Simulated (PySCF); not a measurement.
# Radial density of B⁺ (boron, charge +1)

B2PLYP, [He] 2s2, closed-shell 1S. All numbers are calculated (PySCF 2.14, the spin-free X2C one-electron Hamiltonian (Gaussian nucleus), in x2c-QZVPPall with one added diffuse shell each of s, p, d, f type (8s5p4d3f1g, 73 functions)).

| r (bohr) | 4πr²ρ (e/bohr) |
| --- | --- |
| 0.00595 | 0.03126 |
| 0.0100 | 0.08437 |
| 0.0168 | 0.2217 |
| 0.0283 | 0.5574 |
| 0.0476 | 1.297 |
| 0.0801 | 2.656 |
| 0.135 | 4.391 |
| 0.226 | 5.102 |
| 0.381 | 3.327 |
| 0.641 | 1.049 |
| 1.08 | 1.019 |
| 1.81 | 1.047 |
| 3.05 | 0.2272 |
| 5.13 | 0.004761 |

Densities and radii are taken from the X2C orbitals without a picture-change correction, which distorts them close to the nucleus.
